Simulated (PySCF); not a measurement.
# Nuclear quadrupole coupling in `CC(C)[C@@H](C)[SiH2]OC=O`

Species: C6H14O2Si.
Cartesian coordinates in Å at the GFN2-xTB level; atoms count from 1:
```
atom  x, y, z in Å
C1    -1.359    1.133    1.538
C2    -0.466    0.741    0.360
C3    -1.153    1.089   -0.957
C4    -0.032   -0.738    0.437
C5    -1.196   -1.725    0.340
Si6    1.316   -1.192   -0.837
O7     2.331    0.112   -1.141
C8     3.079    0.664   -0.224
O9     3.168    0.308    0.912
H10   -2.329    0.646    1.473
H11   -0.894    0.862    2.483
H12   -1.525    2.209    1.537
H13    0.448    1.344    0.433
H14   -2.094    0.555   -1.058
H15   -0.516    0.837   -1.802
H16   -1.365    2.156   -0.995
H17    0.413   -0.867    1.433
H18   -1.935   -1.542    1.115
H19   -1.683   -1.663   -0.629
H20   -0.829   -2.742    0.459
H21    0.853   -1.376   -2.207
H22    2.126   -2.310   -0.362
H23    3.638    1.526   -0.635
```

Field gradients from the PBE0/pcSseg-1 density (PySCF, non-relativistic), principal values in atomic units, ordered |Vxx| ≤ |Vyy| ≤ |Vzz|:

```tsv
atom	Vxx	Vyy	Vzz
O7	-0.4983	-0.7885	1.2868
O9	0.5497	1.0520	-1.6018
```

**Question.** Find the asymmetry η = (Vxx − Vyy)/Vzz and the couplings χ = eQV/h (234.96 MHz × Q in barn × V in au), with Q(17O) = −0.0256 b.

**Answer.** 
| atom | environment | nucleus | η | χzz (MHz) | χxx (MHz) | χyy (MHz) |
| --- | --- | --- | --- | --- | --- | --- |
| O7 | oxygen singly bound to a carbonyl carbon | 17O | 0.23 | -7.74 | 3.00 | 4.74 |
| O9 | carbonyl oxygen | 17O | 0.31 | 9.63 | -3.31 | -6.33 |

**Question.** What is Vzz at O7 in SI units (1 au = 9.71736 × 10²¹ V/m²)?

**Answer.** 1.2868 au = 12.504 × 10²¹ V/m².

**Question.** And the gradient at the other heavy atoms, for which no coupling is worked out here?

**Answer.** 
```json
{"atom": "C1", "environment": "methyl carbon", "Vzz (au)": "0.045", "η": "0.11"}
{"atom": "C2", "environment": "sp3 CH carbon", "Vzz (au)": "-0.058", "η": "0.84"}
{"atom": "C3", "environment": "methyl carbon", "Vzz (au)": "0.034", "η": "0.22"}
{"atom": "C4", "environment": "sp3 carbon bound to silicon", "Vzz (au)": "-0.060", "η": "0.84"}
{"atom": "C5", "environment": "methyl carbon", "Vzz (au)": "0.063", "η": "0.27"}
{"atom": "Si6", "environment": "oxygen-bound silicon", "Vzz (au)": "0.764", "η": "0.03"}
{"atom": "C8", "environment": "carbonyl carbon", "Vzz (au)": "0.426", "η": "0.88"}
```

**Question.** What couplings would deuterons (Q(2H) = 0.00286 b) have in place of the hydrogens, at this geometry?

**Answer.** 
```json
{"atom": "H10", "bonded to": "C1", "bond length (Å)": "1.087", "Vzz (au)": "0.3161", "η": "0.02", "χzz (kHz)": "212"}
{"atom": "H11", "bonded to": "C1", "bond length (Å)": "1.088", "Vzz (au)": "0.3149", "η": "0.02", "χzz (kHz)": "212"}
{"atom": "H12", "bonded to": "C1", "bond length (Å)": "1.088", "Vzz (au)": "0.3151", "η": "0.02", "χzz (kHz)": "212"}
{"atom": "H13", "bonded to": "C2", "bond length (Å)": "1.098", "Vzz (au)": "0.2917", "η": "0.03", "χzz (kHz)": "196"}
{"atom": "H14", "bonded to": "C3", "bond length (Å)": "1.087", "Vzz (au)": "0.3160", "η": "0.01", "χzz (kHz)": "212"}
{"atom": "H15", "bonded to": "C3", "bond length (Å)": "1.088", "Vzz (au)": "0.3139", "η": "0.03", "χzz (kHz)": "211"}
{"atom": "H16", "bonded to": "C3", "bond length (Å)": "1.088", "Vzz (au)": "0.3148", "η": "0.02", "χzz (kHz)": "212"}
{"atom": "H17", "bonded to": "C4", "bond length (Å)": "1.098", "Vzz (au)": "0.2933", "η": "0.03", "χzz (kHz)": "197"}
{"atom": "H18", "bonded to": "C5", "bond length (Å)": "1.087", "Vzz (au)": "0.3164", "η": "0.02", "χzz (kHz)": "213"}
{"atom": "H19", "bonded to": "C5", "bond length (Å)": "1.086", "Vzz (au)": "0.3165", "η": "0.02", "χzz (kHz)": "213"}
{"atom": "H20", "bonded to": "C5", "bond length (Å)": "1.087", "Vzz (au)": "0.3160", "η": "0.03", "χzz (kHz)": "212"}
{"atom": "H21", "bonded to": "Si6", "bond length (Å)": "1.458", "Vzz (au)": "0.1641", "η": "0.02", "χzz (kHz)": "110"}
{"atom": "H22", "bonded to": "Si6", "bond length (Å)": "1.460", "Vzz (au)": "0.1628", "η": "0.05", "χzz (kHz)": "109"}
{"atom": "H23", "bonded to": "C8", "bond length (Å)": "1.106", "Vzz (au)": "0.2722", "η": "0.02", "χzz (kHz)": "183"}
```

Isolated species at its GFN2-xTB geometry (one conformer only). GFN2-xTB bond lengths can be off by several hundredths of an ångström, more for odd bonds, and the gradients follow them. A larger basis could move these couplings by a tenth or more.
